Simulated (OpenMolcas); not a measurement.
**Mg: effect of the IPEA shift**

```json
{
 "Program": "OpenMolcas 26.06",
 "Basis": "ANO-RCC-VTZP [5s4p2d1f]",
 "Scalar Hamiltonian": "DKH2, point nucleus",
 "Active space": "2 electrons in 4 orbitals (3s 3p)",
 "State averaging": "2S+1 = 3 even, 3 roots; 2S+1 = 1 even, 1 root kept (CI in the orbitals of an earlier block); 2S+1 = 3 odd, 3 roots; 2S+1 = 1 odd, 3 roots kept (CI in the orbitals of an earlier block)",
 "Spin-orbit coupling": "RASSI with atomic mean-field integrals over the reference wave functions, term energies averaged over their components"
}
```

Methods on the same reference wave functions:
A. CASSCF
B. SS-CASPT2, IPEA 0 Eh, imaginary shift 0.1 Eh (closed shells correlated: 2s 2p)
C. SS-CASPT2, IPEA 0.25 Eh, imaginary shift 0.1 Eh (closed shells correlated: 2s 2p)

Energies in cm-1 above 3s2 1S0, the measured ground level; measured values from NIST Handbook of Basic Atomic Spectroscopic Data.

```json
{"Level": "3s2 1S0", "A": "0.0", "B": "0.0", "C": "0.0", "Measured": "0.0"}
{"Level": "3s 3p 3P* 0", "A": "20343", "B": "21424", "C": "21486", "Measured": "21850"}
{"Level": "3s 3p 3P* 1", "A": "20359", "B": "21440", "C": "21502", "Measured": "21870"}
{"Level": "3s 3p 3P* 2", "A": "20391", "B": "21472", "C": "21533", "Measured": "21911"}
{"Level": "3s 3p 1P* 1", "A": "43551", "B": "37717", "C": "38856", "Measured": "35051"}
```

Deviations, from unrounded energies. A percentage is the sum of absolute deviations over the sum of measured energies, with the sign that they share, or ± where signs differ.

```
           Against measurement  Levels      A     B     C
mean absolute deviation (cm-1)       4   3300   990  1200
      other configurations (%)       4  ±13.0  ±3.9  ±4.9
```

B lies closest to measurement on these levels and A furthest from it. The largest miss of B in the table is 3s 3p 1P* 1, by +2700 cm-1. The ranking rests on the paired levels alone, and a cruder setting can come out closer through cancelling errors.

Between B and C the level of the table that moves most is 3s 3p 1P* 1, by 1100 cm-1 (lowest in B, highest in C).

The lowest spin-free term lies below A's lowest term by 0.246 hartree in B, 0.245 hartree in C.

Over all roots computed the reference weight is 0.93 to 0.98 in B; the roots of lowest weight are the least certain, and an intruder state may touch them. Terms from blocks run as CI alone lack orbitals of their own. Without dynamic correlation excited terms often stand tens of per cent too high (terms of higher spin than the ground term too low), and those without a measured partner can miss by more than the paired ones (holds for A). Computed and measured levels are paired by configuration, term and J; levels that our copy of the source lacks, or whose pairing is in doubt (as where it misses far off the trend of its configuration), stay unpaired and out of the deviations. Only configurations of the active space appear. Levels that lie high or do not pair safely by name in every column are left out.

* marks odd parity.
